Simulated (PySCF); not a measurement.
**Selenium: a sound run and one with changed settings**

Sound run: Se²⁺ [Ar] 3d10 4s2 4p2, Se³⁺ [Ar] 3d10 4s2 4p1. Calculation: PySCF 2.14, in jorge-DZP-DKH (8s6p2d1f, 43 functions); scalar relativity by spin-free X2C-1e. The sound run starts from symmetry-adapted Hartree-Fock orbitals and uses a fine grid where one is needed.

A second run was set up differently.

```csv
species,method,sound run (hartree),changed run (hartree),converged
Se²⁺,UHF,-2426.85370,-2426.85322,no
Se²⁺,M06-L,-2428.44949,-2428.44934,no
Se²⁺,B3LYP,-2428.58189,-2428.58174,no
Se³⁺,UHF,-2425.71999,-2425.71923,no
Se³⁺,M06-L,-2427.30778,-2427.30770,no
Se³⁺,B3LYP,-2427.42495,-2427.42488,no
```

(1) What was changed?
A. angular grid far too coarse
B. level shift left on
C. too few SCF iterations
D. a valence shell is frozen

Answers

(1) C. It used initial guess minao, at most 3 SCF cycles. The SCF was stopped early; the energies are upper bounds that still move, and correlated levels were skipped or rest on poor orbitals.
